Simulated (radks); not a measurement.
Species: Tl. Configuration: [Xe] 4f14 5d9.5 6s2 6p1.5 (fractional occupations, a model configuration). All-electron calculation, scalar-relativistic Kohn-Sham, PBE, spin-polarised, spherical densities, point nucleus; open shells are filled with parallel spins first (spin-orbit coupling, left out, can overturn this in heavy ions). Program: a radial shooting solver on a logarithmic mesh with Libxc functionals. Some entries of the table are withheld. Estimate them.

| orbital | occ. | eigenvalue (Ry) | <1/r> (bohr^-1) |
|---|---|---|---|
| 1s up | 1 | -6294.536 | 99.54 |
| 1s down | 1 | -6294.535 | 99.54 |
| 2s up | 1 | -1120.885 | 23.36 |
| 2s down | 1 | -1120.881 | 23.36 |
| 2p up | 3 | -963.8834 | 20.59 |
| 2p down | 3 | -963.8802 | 20.59 |
| 3s up | 1 | -267.7020 | 8.656 |
| 3s down | 1 | -267.7003 | 8.656 |
| 3p up | 3 | -222.5262 | 7.850 |
| 3p down | 3 | -222.5242 | 7.850 |
| 3d up | 5 | -175.7835 | 7.374 |
| 3d down | 5 | -175.7806 | 7.374 |
| 4s up | 1 | -59.90911 | 3.721 |
| 4s down | 1 | -59.90517 | 3.721 |
| 4p up | 3 | -45.10446 | 3.349 |
| 4p down | 3 | -45.10069 | 3.349 |
| 4d up | 5 | -27.76842 | 3.008 |
| 4d down | 5 | -27.76405 | 3.008 |
| 5s up | 1 | -9.83266 | 1.552 |
| 5s down | 1 | -9.81055 | 1.553 |
| 4f up | 7 | -8.58559 | 2.605 |
| 4f down | 7 | -8.57993 | 2.606 |
| 5p up | 3 | -5.79002 | (1) |
| 5p down | 3 | -5.76398 | (2) |
| 5d up | 5 | -1.30741 | 0.9591 |
| 5d down | 4.5 | -1.27164 | 0.9632 |
| 6s up | 1 | -0.80657 | 0.5262 |
| 6s down | 1 | -0.74090 | 0.5309 |
| 6p up | 1.5 | (3) | 0.3563 |
| 6p down | 0 | (4) | 0.3543 |

Answer. 
(1) 5p up <1/r> (bohr^-1): 1.324
(2) 5p down <1/r> (bohr^-1): 1.325
(3) 6p up eigenvalue (Ry): -0.24258
(4) 6p down eigenvalue (Ry): -0.17058
